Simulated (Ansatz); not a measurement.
Consider the redistribution: `C=C[SiH2][SiH2]S` + `[OH][Cd][SH]` → `C=C[SiH2][SiH2]O` + `[SH][Cd][SH]`.

Computed with Ansatz on PBE0-D4/def2-TZVP structures; ΔE is electronic, products minus reactants. CCSD(T)/CBS adds triple-zeta CCSD(T) − MP2 to the extrapolated MP2 energy (def2 sets, frozen cores). DFT in def2-TZVPP. B3LYP here is the variant with VWN-RPA as its local correlation; programs differ in this. def2 core potentials past Kr. For Cd outer-core shells are correlated without core-valence functions, which leaves a few kJ/mol of doubt a bond. One conformer a species, not always the lowest.

Problem. Is it downhill or uphill in electronic energy at CCSD(T)/CBS, and by how much? (Best estimate.)

Solution. The calculation gave: Downhill: ΔE = -104.4 kJ/mol.

Problem. What do these levels give: PBE0-D4, B3LYP-D4, ωB97X-V, B2PLYP, PBE0, B3LYP, HF/def2-TZVPP, MP2/def2-TZVPP, CCSD/def2-TZVPP, HF/CBS(def2), MP2/CBS(def2), CCSD/CBS(def2)? (An estimate is asked.)

Solution. Computed: PBE0-D4 -101.9, B3LYP-D4 -104.9, ωB97X-V -104.6, B2PLYP -108.5, PBE0 -105.6, B3LYP -111.4, HF/def2-TZVPP -138.1, MP2/def2-TZVPP -104.7, CCSD/def2-TZVPP -110.4, HF/CBS(def2) -136.2, MP2/CBS(def2) -103.9, CCSD/CBS(def2) -109.7 kJ/mol.

Largest T1 diagnostic among the species: 0.015.

From PBE to PBE0 (25 % exact exchange), in def2-TZVPP and without D4, ΔE moves by −11.4 kJ/mol. The D4 term adds +6.5 kJ/mol with B3LYP and +3.7 kJ/mol with PBE0; it sums over pairs of atoms, weighted by their polarisabilities, and B3LYP, whose exchange is more repulsive, gets the larger term.
